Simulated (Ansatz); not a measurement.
`Cl[SiH]S[SiH](Cl)Cl` radical, relaxed with UKS PBE0-D4/def2-TZVP in Ansatz from a GFN2-xTB geometry. The force threshold is 0.005 eV/Å; the program also tests the step.

The species carries charge 0 and has multiplicity 2.

Start:

```xyz
8

Cl    1.091   -1.541    3.168
Si    1.102   -0.709    1.342
S    -0.968   -0.588    0.675
Si   -0.845    0.324   -1.264
Cl    0.569   -0.553   -2.392
Cl   -0.416    2.284   -1.099
H     1.633    0.645    1.388
H    -2.168    0.138   -1.817
```

```json
{"step": "1", "energy (eV)": "-64175.3920", "largest force (eV/Å)": "1.169", "largest move (Å)": "0.000"}
{"step": "2", "energy (eV)": "-64175.4737", "largest force (eV/Å)": "0.389", "largest move (Å)": "0.087"}
{"step": "3", "energy (eV)": "-64175.4877", "largest force (eV/Å)": "0.051", "largest move (Å)": "0.036"}
{"step": "4", "energy (eV)": "-64175.4888", "largest force (eV/Å)": "0.040", "largest move (Å)": "0.016"}
{"step": "5", "energy (eV)": "-64175.4897", "largest force (eV/Å)": "0.045", "largest move (Å)": "0.020"}
{"step": "6", "energy (eV)": "-64175.4908", "largest force (eV/Å)": "0.038", "largest move (Å)": "0.045"}
{"step": "7", "energy (eV)": "-64175.4918", "largest force (eV/Å)": "0.043", "largest move (Å)": "0.049"}
{"step": "8", "energy (eV)": "-64175.4932", "largest force (eV/Å)": "0.033", "largest move (Å)": "0.052"}
{"step": "9", "energy (eV)": "-64175.4944", "largest force (eV/Å)": "0.205", "largest move (Å)": "0.144"}
{"step": "10", "energy (eV)": "-64175.4970", "largest force (eV/Å)": "0.225", "largest move (Å)": "0.195"}
{"step": "11", "energy (eV)": "-64175.5005", "largest force (eV/Å)": "0.144", "largest move (Å)": "0.026"}
{"step": "12", "energy (eV)": "-64175.5022", "largest force (eV/Å)": "0.070", "largest move (Å)": "0.044"}
{"step": "13", "energy (eV)": "-64175.5028", "largest force (eV/Å)": "0.040", "largest move (Å)": "0.030"}
{"step": "14", "energy (eV)": "-64175.5031", "largest force (eV/Å)": "0.011", "largest move (Å)": "0.012"}
{"step": "15", "energy (eV)": "-64175.5033", "largest force (eV/Å)": "0.011", "largest move (Å)": "0.023"}
{"step": "16", "energy (eV)": "-64175.5034", "largest force (eV/Å)": "0.005", "largest move (Å)": "0.020"}
{"step": "17", "energy (eV)": "-64175.5034", "largest force (eV/Å)": "0.006", "largest move (Å)": "0.019"}
{"step": "18", "energy (eV)": "-64175.5034", "largest force (eV/Å)": "0.003", "largest move (Å)": "0.000"}
```

End:

```xyz
8

Cl    1.041   -1.115    3.274
Si    0.998   -0.888    1.235
S    -1.068   -0.770    0.664
Si   -0.834    0.318   -1.132
Cl    0.728   -0.409   -2.234
Cl   -0.483    2.296   -0.784
H     1.696    0.381    0.885
H    -2.078    0.188   -1.907
```

It took 26 s on 2 threads of an AMD EPYC 7R13 on a shared host and a share of an NVIDIA H100 80 GB, with 1 GiB of host memory at the peak.
